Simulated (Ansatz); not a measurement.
`CN(C)[Si]Br` + H₂S → `S[Si]Br` + `CNC` at 298.15 K and 1 bar (ligand exchange at the Si–N bond).

Computed with Ansatz on PBE0-D4/def2-TZVP structures; ΔE is electronic, products minus reactants. CCSD(T)/CBS is the MP2 limit (def2-TZVPP, def2-QZVPP) plus CCSD(T) − MP2 in def2-TZVPP, frozen cores. This one scheme is used for every species. For Br outer-core shells are correlated without core-valence functions, which leaves a few kJ/mol of doubt a bond. Scalar relativity is left out up to krypton. Each species was taken in one conformer, which may not be the lowest.

| species | CCSD(T)/CBS energy (Eh) | H − E (kJ/mol) | S (J/(mol·K)) |
| --- | --- | --- | --- |
| `CN(C)[Si]Br` | -2996.85389 | 242.2 | 353.8 |
| H₂S | -398.97279 | 49.9 | 205.7 |
| `S[Si]Br` | -3260.81547 | 43.4 | 305.1 |
| `CNC` | -135.00321 | 256.9 | 271.4 |

H − E and S are ideal-gas, rigid-rotor, harmonic terms from PBE0-D4/def2-TZVP, for one conformer and one mirror image of each species. 1 Eh = 2625.50 kJ/mol, R = 8.31446 J/(mol·K).

Task: By hand: ΔE, ΔH, ΔS and ΔG.

Result: ΔE = (-3260.81547) + (-135.00321) − (-2996.85389) − (-398.97279) = 0.00800 Eh = 21.0 kJ/mol. Δ(H − E) = 43.4 + 256.9 − 242.2 − 49.9 = 8.2, so ΔH = 29.2 kJ/mol. ΔS = 305.1 + 271.4 − 353.8 − 205.7 = 17.0 J/(mol·K). ΔG = 29.2 − 298.15 × (17.0)/1000 = 24.1 kJ/mol.

Task: By hand: the equilibrium constant, and the temperature at which ΔG would vanish if ΔH and ΔS stayed fixed.

Result: log₁₀ K = −ΔG/(RT ln 10) = -4.2. ΔG = 0 at ΔH/ΔS = 1718 K, though so small a ΔS makes that figure unsure.

ΔH outweighs TΔS. A doubt of 5 kJ/mol in ΔE shifts log₁₀ K by 0.9 here. Other conformers and mirror images would add mixing entropy, several J/(mol·K) or more a flexible species. These are equilibria of isolated gas molecules and say nothing of rates. Largest T1 diagnostic: 0.012 (customary marks: 0.02 for closed shells, 0.045 for open ones).
